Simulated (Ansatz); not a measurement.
Ansatz (a program for electronic structure) input file for CH6HfO, SMILES C[O][HfH3], multiplicity 1, PBE-D3(BJ)/def2-SVP. 

Ansatz 0.2 input:
```yaml
crystal:
  periodic: [false, false, false]
  atoms:
    - {symbol: Hf, position_ang: [-0.00000000, -0.00000000, 0.48123128]}
    - {symbol: O, position_ang: [-0.00000000, 0.00000000, -1.41605854]}
    - {symbol: C, position_ang: [0.00000000, -0.00000000, -2.81604187]}
    - {symbol: H, position_ang: [-1.03265936, -0.04932281, -3.19994901]}
    - {symbol: H, position_ang: [0.47361486, 0.91897063, -3.19994901]}
    - {symbol: H, position_ang: [0.55904449, -0.86964783, -3.19994902]}
    - {symbol: H, position_ang: [1.76941989, 0.10669863, 1.05863803]}
    - {symbol: H, position_ang: [-0.79230621, -1.58571189, 1.05863804]}
    - {symbol: H, position_ang: [-0.97711366, 1.47901325, 1.05863804]}
basis:
  gaussian:
    orbitals: def2-SVP
hamiltonian:
  xc: pbe
  dispersion: d3bj
relax: {f_tol: 0.002, max_steps: 200}
```

Program output:

```
WARN ansatz: RAYON_NUM_THREADS=1 ignored (pool sized by the plan → 1); use --threads N
Functional definition: PBE
integrals: 0.03 GiB planned
963 factors; their error is unknown
mean field: 0.21 GiB planned
mean field evaluation 1: about -4475.2718 eV, gradient 5.6e1 eV
mean field evaluation 2: about -4378.7276 eV, gradient 2.1e2 eV
mean field evaluation 4: about -4482.0664 eV, gradient 1.3e1 eV
mean field evaluation 8: about -4482.4239 eV, gradient 2.2e-1 eV
mean field evaluation 16: about -4482.3475 eV, gradient 1.2e-4 eV
mean field -4482.34750626 eV, -164.7232326109 hartree, gradient 5.6e-5 eV, S^2 0.000000; 0 other end points of the search recorded, 0 dependent functions left out
the calculation of the forces begins
reference -4482.34757336 eV, -164.7232350766 hartree; 16, 16 occupied and 74, 74 virtual orbitals, 963 factors
relax step   1: F+E_penalty+E_count = -4482.46948392 eV  Δ(F+E_penalty+E_count) = +0.000e0 eV  max|allowed force component| = 2.440e-1 eV/Å  Δτ_max = 0.0000 Å  (27 SCF iters, accepted)
these checks for a lower state are left out or cut short: starts, cluster_reference, orbital_swaps, neighbouring_geometries, increment
integrals: 0.03 GiB planned
963 factors; their error is unknown
mean field: 0.21 GiB planned
mean field -4482.34937713 eV, -164.7233013640 hartree, gradient 1.8e-5 eV, S^2 0.000000; 0 other end points of the search recorded, 0 dependent functions left out
the calculation of the forces begins
reference -4482.34944408 eV, -164.7233038242 hartree; 16, 16 occupied and 74, 74 virtual orbitals, 963 factors
relax step   2: F+E_penalty+E_count = -4482.47140212 eV  Δ(F+E_penalty+E_count) = -1.918e-3 eV  max|allowed force component| = 1.977e-1 eV/Å  Δτ_max = 0.0481 Å  (30 SCF iters, accepted)
these checks for a lower state are left out or cut short: starts, cluster_reference, orbital_swaps, neighbouring_geometries, increment
integrals: 0.03 GiB planned
963 factors; their error is unknown
mean field: 0.21 GiB planned
mean field evaluation 32: about -4482.3527 eV, gradient 1.2e-5 eV
mean field -4482.35271252 eV, -164.7234239373 hartree, gradient 1.2e-5 eV, S^2 0.000000; 0 other end points of the search recorded, 0 dependent functions left out
the calculation of the forces begins
reference -4482.35277955 eV, -164.7234264005 hartree; 16, 16 occupied and 74, 74 virtual orbitals, 963 factors
relax step   3: F+E_penalty+E_count = -4482.47470631 eV  Δ(F+E_penalty+E_count) = -3.304e-3 eV  max|allowed force component| = 1.827e-2 eV/Å  Δτ_max = 0.0248 Å  (31 SCF iters, accepted)
these checks for a lower state are left out or cut short: starts, cluster_reference, orbital_swaps, neighbouring_geometries, increment
integrals: 0.03 GiB planned
963 factors; their error is unknown
mean field: 0.21 GiB planned
mean field -4482.35274817 eV, -164.7234252473 hartree, gradient 1.3e-5 eV, S^2 0.000000; 0 other end points of the search recorded, 0 dependent functions left out
the calculation of the forces begins
reference -4482.35281520 eV, -164.7234277106 hartree; 16, 16 occupied and 74, 74 virtual orbitals, 963 factors
relax step   4: F+E_penalty+E_count = -4482.47473012 eV  Δ(F+E_penalty+E_count) = -2.381e-5 eV  max|allowed force component| = 2.360e-3 eV/Å  Δτ_max = 0.0009 Å  (33 SCF iters, accepted)
these checks for a lower state are left out or cut short: starts, cluster_reference, orbital_swaps, neighbouring_geometries, increment
integrals: 0.03 GiB planned
963 factors; their error is unknown
mean field: 0.21 GiB planned
mean field -4482.35275496 eV, -164.7234254968 hartree, gradient 1.3e-5 eV, S^2 0.000000; 0 other end points of the search recorded, 0 dependent functions left out
the calculation of the forces begins
reference -4482.35282198 eV, -164.7234279601 hartree; 16, 16 occupied and 74, 74 virtual orbitals, 963 factors
relax step   5: F+E_penalty+E_count = -4482.47473010 eV  Δ(F+E_penalty+E_count) = +1.798e-8 eV  max|allowed force component| = 5.432e-3 eV/Å  Δτ_max = 0.0008 Å  (33 SCF iters, rejected (line search))
these checks for a lower state are left out or cut short: starts, cluster_reference, orbital_swaps, neighbouring_geometries, increment
integrals: 0.03 GiB planned
963 factors; their error is unknown
mean field: 0.21 GiB planned
mean field -4482.35275296 eV, -164.7234254233 hartree, gradient 1.3e-5 eV, S^2 0.000000; 0 other end points of the search recorded, 0 dependent functions left out
the calculation of the forces begins
reference -4482.35281999 eV, -164.7234278866 hartree; 16, 16 occupied and 74, 74 virtual orbitals, 963 factors
relax step   6: F+E_penalty+E_count = -4482.47473061 eV  Δ(F+E_penalty+E_count) = -4.906e-7 eV  max|allowed force component| = 1.657e-4 eV/Å  Δτ_max = 0.0004 Å  (33 SCF iters, accepted)
integrals: 0.03 GiB planned
963 factors; their error is unknown
mean field: 0.21 GiB planned
mean field evaluation 64: about -4482.0590 eV, gradient 1.3e1 eV
mean field -4482.35275296 eV, -164.7234254233 hartree, gradient 1.3e-5 eV, S^2 0.000000; 1 other end points of the search recorded, 0 dependent functions left out
the calculation of the forces begins
reference -4482.35281999 eV, -164.7234278866 hartree; 16, 16 occupied and 74, 74 virtual orbitals, 963 factors
Total energy: -4482.47479764 eV, -164.7279104828 hartree
Atom 0 at    -0.000001    -0.000000     0.491922 Å, force     0.000002     0.000000     0.000088 eV/Å
Atom 1 at    -0.000003     0.000000    -1.403553 Å, force    -0.000001     0.000000    -0.000166 eV/Å
Atom 2 at    -0.000000     0.000000    -2.805617 Å, force     0.000001    -0.000000    -0.000056 eV/Å
Atom 3 at    -1.039735    -0.050680    -3.193625 Å, force    -0.000069    -0.000090     0.000008 eV/Å
Atom 4 at     0.475979     0.925777    -3.193621 Å, force    -0.000043     0.000105     0.000008 eV/Å
Atom 5 at     0.563759    -0.875097    -3.193621 Å, force     0.000113    -0.000015     0.000008 eV/Å
Atom 6 at     1.783280     0.106948     1.041100 Å, force    -0.000001    -0.000051     0.000036 eV/Å
Atom 7 at    -0.799020    -1.597842     1.041106 Å, force    -0.000044     0.000026     0.000037 eV/Å
Atom 8 at    -0.984259     1.490894     1.041106 Å, force     0.000044     0.000025     0.000037 eV/Å
Dipole moment:     0.000001    -0.000000    -0.511222 e Å
```

The calculation finished and met its thresholds.
